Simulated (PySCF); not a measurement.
Work out the structure from these simulated measurements.

Formula: C8H12Si2.

| Item | Value |
| --- | --- |
| NMR, other nuclei | isotropic shieldings of nuclei other than C and H, by class: 426 (1 Si), 435 (1 Si) ppm [GIAO PBE0/pcSseg-1] |
| 1H NMR | chemical shifts (computed TMS as zero) by class: 7.61 (2 H), 7.51 (1 H), 7.28 (2 H), 6.78 (1 H), 4.31 (3 H), 4.28 (3 H) ppm [GIAO PBE0/pcSseg-1] |
| 13C NMR | chemical shifts (computed TMS as zero) by class: 173.4 (1 C), 156.1 (1 C), 145.0 (1 C), 133.8 (2 C), 131.8 (1 C), 131.0 (2 C) ppm [GIAO PBE0/pcSseg-1] |
| Rotational structure | rotational constants A, B, C: 1.894, 0.509, 0.471 GHz [GFN2-xTB] |
| Dipole | 0.68 D [PBE0/pcSseg-1] |

The electronic properties come from PySCF, for the isolated species, density fitting. Levels stand in brackets. Geometry: GFN2-xTB, one conformer, isolated molecule. GFN2-xTB frequencies show an imaginary mode (39i cm⁻¹), so this geometry is no minimum at that level. NMR values are class means; diastereotopic atoms form classes of their own.

Question: Propose a structure and show how it fits.

Answer: Numbering: `[SiH3:1]/[CH:2]=[C:3](\[SiH3:4])[c:5]1[cH:6][cH:7][cH:8][cH:9][cH:10]1`. Its formula, C8H12Si2, gives 5 degrees of unsaturation: 1 ring and 4 π bonds in the structure found (Kekulé form). 8 carbons fall into 6 classes; from least to most shielded: fully substituted alkene carbon [C3] (173.4 ppm), substituted aromatic carbon [C5] (156.1 ppm), alkene CH carbon [C2] (145.0 ppm), aromatic CH carbon [C7/C9] (133.8 ppm, 2 C), aromatic CH carbon [C8] (131.8 ppm), aromatic CH carbon [C6/C10] (131.0 ppm, 2 C). Hydrogen classes from least to most shielded: 2 H on the meta carbons, C7/C9 (7.61 ppm), 1 H on the para carbon, C8 (7.51 ppm), 2 H on the ortho carbons, C6/C10 (7.28 ppm), 1 H on an alkene CH carbon, C2 (6.78 ppm), 3 H on an SiH3 silicon, Si4 (4.31 ppm), 3 H on an SiH3 silicon, Si1 (4.28 ppm). The other shieldings belong to: 426 ppm, SiH3 silicon [Si4]; 435 ppm, SiH3 silicon [Si1]. By its constants the optimised geometry is an asymmetric top. Structure: `[SiH3]/C=C(\[SiH3])c1ccccc1`. The assignments are read from this structure; whether some other isomer fits the data as well wasn't checked.

The values belong to the conformer `[SiH3:1]/[CH:2]=[C:3](\[SiH3:4])[c:5]1[cH:6][cH:7][cH:8][cH:9][cH:10]1`: C2–C3–C5–C6 -91°.
